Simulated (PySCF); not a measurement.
Species: C₇H₁₃ (doublet state).
Structure used (GFN2-xTB), in Å, numbered top down from 1:
```
atom  x, y, z in Å
C1    -2.2164   -0.6775    0.6398
C2    -0.8776   -0.9191    0.0520
C3    -0.0228    0.1122   -0.4933
C4     1.3865   -0.3476   -0.8302
C5     2.1936   -0.6643    0.4261
C6    -0.6212    1.1892   -1.4015
C7    -0.1696    1.5556   -0.0298
H8    -2.7171    0.1714    0.1765
H9    -2.1490   -0.4669    1.7150
H10   -2.8468   -1.5590    0.5281
H11   -0.4889   -1.9222    0.0933
H12    1.9001    0.4321   -1.3963
H13    1.3317   -1.2375   -1.4626
H14    3.2002   -0.9818    0.1629
H15    1.7187   -1.4588    0.9965
H16    2.2629    0.2149    1.0629
H17   -0.0295    1.5132   -2.2441
H18   -1.6798    1.1436   -1.6048
H19    0.7350    2.1368    0.0691
H20   -0.9151    1.7765    0.7177
```

The hyperfine couplings belong to this conformer and change with its torsions.

Identity: `C[CH]C1(CC)CC1` [radical].

Level of theory: UKS B3LYP, pcH-1 on C H, non-relativistic, mean-field spin-orbit, GIAO (PySCF). One conformer (not necessarily the lowest) at the GFN2-xTB geometry, without solvent, vibrations or thermal averaging. Couplings are sensitive to structure, and on GFN2-xTB geometries they can be far from those on DFT ones. Stability of the SCF solution: not tested.

The Mulliken spin populations are largest on C2 (+0.98), C3 (-0.10), C6 (+0.09) and C1 (-0.08). C2 is the only atom above +0.15. The positive populations add up to 1.23 and the negative ones to -0.23, together 2S = 1. The angles at C2 add up to 359.9°, so it is planar; its axial dipolar tensor and the negative coupling of its proton fit spin in a p orbital normal to that plane.

Question: McConnell's relation a(H) = Q·ρ ties the coupling of a proton on a planar π carbon to the spin population of that carbon. What Q do the computed values give?

Answer: 
```csv
H,C,ρ(C),a(H) (G),a/ρ (G)
H11,C2,+0.976,-21.73,-22.3
```

One proton gives one ratio, Q = -22.3 G, and no test of linearity. In every row coupling and population have opposite signs.

Question: List the C–H protons on four-coordinate carbons next to a three-coordinate spin centre, with their couplings and θ (C–H bond against the normal to the plane of the centre's neighbours, projected along the bond that joins the two).

Answer: 
| β H | on | centre | θ (°) | cos²θ | a (G) |
| --- | --- | --- | --- | --- | --- |
| H8 | C1 | C2 | 61 | 0.23 | +12.63 |
| H9 | C1 | C2 | 1 | 1.00 | +48.96 |
| H10 | C1 | C2 | 60 | 0.25 | +12.38 |

Fitting the Heller–McConnell form a = ρ(B0 + B2 cos²θ), with Mulliken ρ = 0.98, gives B0 = 1.0 G and B2 = 49.2 G; with only two distinct angles the two parameters are fixed exactly. By this fit the coupling would be 49.0 G at θ = 0° and 1.0 G at 90°.

Question: What would the freely rotating methyl group on C1 show?

Answer: Three equal couplings, a 1:3:3:1 quartet. The mean of the three values of this geometry estimates the splitting: 24.7 G, or 69.1 MHz (three bonds 120° apart have a mean cos²θ of 1/2 at any torsion).

Couplings in gauss use g_iso = 2.0027.
